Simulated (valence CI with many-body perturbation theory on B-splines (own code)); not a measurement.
**Ta L: E2, M1 decay**

Method: relativistic CI+MBPT: six valence electrons over a frozen Dirac-Fock core [Ar], radial functions for each j: 7 s, 7 p, 8 d, 6 f, 4 g, 1 h, with the one-electron correlation potential Σ1 (screened to all orders), the two-electron term Σ2, the three-electron term Σ3, Breit, model QED; selected single and double excitations, second order for the rest, scaled by the run's own slope (own B-spline code, finite nucleus).

No measured spectrum was set against this ion. As an estimate, large intervals hold to a few tenths of a per cent, small ones and those within an open d or f shell to about a per cent. Core correlation moves these levels by up to 15000 cm⁻¹, and in measured spectra 5 to 20 % of such shifts remained as error; rates that hang on mixing are uncertain with them. Among the levels kept, up to 1000 cm⁻¹ of a level comes from second order outside the variational space, and about a tenth of that is noise between levels of different J, which matters for small intervals. The list stops below the first excitations out of the core. Only levels of the ground parity were solved; by the run's estimate the other parity begins above the list, which can be wrong where configurations are misplaced.

Lines 51 to 100 of 108 in falling wavelength, among levels below 251.12 eV, chosen from the decays that carry over 1 % of a level's rate. Wavelengths and rates use the calculated energies. Electric multipoles are in the length gauge with retardation, E1 and E2 with the static RPA response of the core. M1 uses the relativistic operator with retardation. Weak lines are less certain than strong ones. Lines between different terms over intervals too small for the method are left out, as are lines whose strength nearly cancels. The highest levels of a list are the least certain. Branching is blank where the lifetime is uncertain.

Levels are named by their leading jj configuration (3d3/2^4 stands for four electrons in 3d with j = 3/2), which in mixed levels can hold well under half, so a name can repeat and another be missing. Letters in brackets count levels of one name in rising energy.

| λ vac (Å) | Upper | Lower | Type | A (s⁻¹) | Branch % |
| --- | --- | --- | --- | --- | --- |
| 185.2 | (3d3/2^3 3d5/2^3) J=2 [a] | (3d3/2^4 3d5/2^2) J=2 | M1 | 1.67e+06 | 99.8 |
| 183.6 | (3d3/2 3d5/2^5) J=1 | (3d3/2^2 3d5/2^4) J=0 [a] | M1 | 2.00e+06 | 19.7 |
| 183.6 | (3d3/2^2 3d5/2^4) J=1 | (3d3/2^3 3d5/2^3) J=2 [a] | M1 | 5.32e+05 | 14.1 |
| 183.0 | (3d3/2^3 3d5/2^3) J=6 | (3d3/2^4 3d5/2^2) J=4 | E2 | 2.63e+01 | 100.0 |
| 182.9 | (3d3/2^3 3d5/2^3) J=5 | (3d3/2^4 3d5/2^2) J=4 | M1 | 5.41e+05 | 99.6 |
| 182.5 | (3d3/2^2 3d5/2^4) J=4 [b] | (3d3/2^3 3d5/2^3) J=3 [b] | M1 | 4.11e+05 | 17.3 |
| 181.6 | (3d3/2^2 3d5/2^4) J=6 | (3d3/2^3 3d5/2^3) J=5 | M1 | 4.85e+05 | 29.4 |
| 181.4 | (3d3/2^2 3d5/2^4) J=6 | (3d3/2^3 3d5/2^3) J=6 | M1 | 1.16e+06 | 70.6 |
| 181.4 | (3d3/2^3 3d5/2^3) J=3 [b] | (3d3/2^4 3d5/2^2) J=2 | M1 | 2.55e+05 | 22.7 |
| 180.5 | (3d3/2^2 3d5/2^4) J=4 [a] | (3d3/2^3 3d5/2^3) J=4 [a] | M1 | 3.88e+06 | 79.4 |
| 179.6 | (3d3/2^2 3d5/2^4) J=4 [c] | (3d3/2^3 3d5/2^3) J=3 [c] | M1 | 1.18e+06 | 43.1 |
| 179.0 | (3d3/2^2 3d5/2^4) J=2 [b] | (3d3/2^3 3d5/2^3) J=3 [b] | M1 | 7.48e+05 | 26.9 |
| 178.4 | (3d3/2 3d5/2^5) J=2 | (3d3/2^2 3d5/2^4) J=1 | M1 | 1.79e+06 | 27.1 |
| 177.7 | (3d3/2 3d5/2^5) J=3 | (3d3/2^2 3d5/2^4) J=4 [b] | M1 | 7.38e+05 | 11.9 |
| 176.6 | (3d3/2^2 3d5/2^4) J=4 [a] | (3d3/2^3 3d5/2^3) J=3 [a] | M1 | 5.00e+04 | 1.0 |
| 175.7 | (3d3/2 3d5/2^5) J=1 | (3d3/2^2 3d5/2^4) J=2 [a] | M1 | 8.03e+06 | 78.9 |
| 175.5 | (3d3/2^2 3d5/2^4) J=2 [b] | (3d3/2^3 3d5/2^3) J=2 [a] | M1 | 1.32e+06 | 47.6 |
| 172.9 | (3d3/2^2 3d5/2^4) J=4 [c] | (3d3/2^3 3d5/2^3) J=4 [b] | M1 | 9.18e+05 | 33.6 |
| 172.2 | (3d3/2^2 3d5/2^4) J=3 [a] | (3d3/2^3 3d5/2^3) J=4 [a] | M1 | 1.60e+06 | 35.3 |
| 170.5 | (3d3/2 3d5/2^5) J=4 | (3d3/2^2 3d5/2^4) J=5 | M1 | 2.19e+06 | 31.7 |
| 170.4 | (3d3/2^2 3d5/2^4) J=5 | (3d3/2^3 3d5/2^3) J=4 [a] | M1 | 1.57e+05 | 5.7 |
| 168.8 | (3d3/2 3d5/2^5) J=4 | (3d3/2^2 3d5/2^4) J=3 [a] | M1 | 7.77e+04 | 1.1 |
| 168.7 | (3d3/2^2 3d5/2^4) J=3 [a] | (3d3/2^3 3d5/2^3) J=3 [a] | M1 | 1.94e+06 | 43.0 |
| 167.1 | (3d3/2 3d5/2^5) J=3 | (3d3/2^2 3d5/2^4) J=3 [b] | M1 | 7.72e+05 | 12.5 |
| 163.4 | (3d3/2^3 3d5/2^3) J=3 [b] | (3d3/2^4 3d5/2^2) J=4 | M1 | 8.49e+05 | 75.4 |
| 163.1 | (3d3/2^2 3d5/2^4) J=4 [b] | (3d3/2^3 3d5/2^3) J=5 | M1 | 1.62e+06 | 68.2 |
| 161.5 | (3d3/2 3d5/2^5) J=4 | (3d3/2^2 3d5/2^4) J=4 [a] | M1 | 3.59e+06 | 51.9 |
| 159.8 | (3d3/2^3 3d5/2^3) J=0 | (3d3/2^4 3d5/2^2) J=2 | E2 | 2.98e+03 |  |
| 157.6 | (3d3/2^2 3d5/2^4) J=1 | (3d3/2^3 3d5/2^3) J=1 [a] | M1 | 1.41e+06 | 37.4 |
| 156.3 | (3d3/2^2 3d5/2^4) J=3 [b] | (3d3/2^3 3d5/2^3) J=4 [a] | M1 | 3.11e+05 | 10.1 |
| 156.1 | (3d3/2 3d5/2^5) J=2 | (3d3/2^2 3d5/2^4) J=3 [a] | M1 | 2.47e+06 | 37.4 |
| 153.9 | (3d3/2^2 3d5/2^4) J=2 [c] | (3d3/2^3 3d5/2^3) J=3 [b] | M1 | 1.70e+05 | 4.0 |
| 152.1 | (3d3/2 3d5/2^5) J=3 | (3d3/2^2 3d5/2^4) J=3 [a] | M1 | 2.31e+06 | 37.2 |
| 151.6 | (3d3/2^2 3d5/2^4) J=2 [b] | (3d3/2^3 3d5/2^3) J=1 [a] | M1 | 4.04e+04 | 1.5 |
| 151.2 | (3d3/2^2 3d5/2^4) J=2 [c] | (3d3/2^3 3d5/2^3) J=2 [a] | M1 | 2.30e+05 | 5.4 |
| 150.5 | (3d3/2^3 3d5/2^3) J=2 [b] | (3d3/2^4 3d5/2^2) J=2 | M1 | 2.76e+05 | 79.7 |
| 150.2 | (3d3/2^3 3d5/2^3) J=1 [b] | (3d3/2^4 3d5/2^2) J=2 | M1 | 1.40e+05 | 11.1 |
| 146.9 | (3d3/2^3 3d5/2^3) J=3 [c] | (3d3/2^4 3d5/2^2) J=2 | M1 | 4.11e+05 | 53.3 |
| 146.1 | (3d3/2 3d5/2^5) J=3 | (3d3/2^2 3d5/2^4) J=4 [a] | M1 | 5.62e+05 | 9.1 |
| 145.8 | (3d3/2^2 3d5/2^4) J=4 [c] | (3d3/2^3 3d5/2^3) J=3 [b] | M1 | 3.05e+04 | 1.1 |
| 145.4 | (3d3/2^2 3d5/2^4) J=4 [b] | (3d3/2^3 3d5/2^3) J=3 [a] | M1 | 1.91e+05 | 8.1 |
| 143.2 | (3d3/2^2 3d5/2^4) J=2 [d] | (3d3/2^3 3d5/2^3) J=3 [c] | M1 | 6.69e+05 | 25.9 |
| 143.2 | (3d3/2^2 3d5/2^4) J=2 [b] | (3d3/2^3 3d5/2^3) J=3 [a] | M1 | 4.61e+05 | 16.6 |
| 140.2 | (3d3/2^2 3d5/2^4) J=2 [d] | (3d3/2^3 3d5/2^3) J=1 [b] | M1 | 8.28e+05 | 32.0 |
| 140.0 | (3d3/2^2 3d5/2^4) J=2 [d] | (3d3/2^3 3d5/2^3) J=2 [b] | M1 | 1.51e+05 | 5.8 |
| 139.7 | (3d3/2 3d5/2^5) J=2 | (3d3/2^2 3d5/2^4) J=2 [a] | M1 | 8.61e+05 | 13.0 |
| 138.9 | (3d3/2^3 3d5/2^3) J=4 [b] | (3d3/2^4 3d5/2^2) J=4 | M1 | 3.27e+04 | 51.9 |
| 138.9 | (3d3/2^3 3d5/2^3) J=4 [b] | (3d3/2^4 3d5/2^2) J=4 | E2 | 6.43e+02 | 1.0 |
| 136.5 | (3d3/2 3d5/2^5) J=3 | (3d3/2^2 3d5/2^4) J=2 [a] | M1 | 1.63e+05 | 2.6 |
| 134.9 | (3d3/2^3 3d5/2^3) J=3 [c] | (3d3/2^4 3d5/2^2) J=4 | M1 | 3.50e+05 | 45.4 |
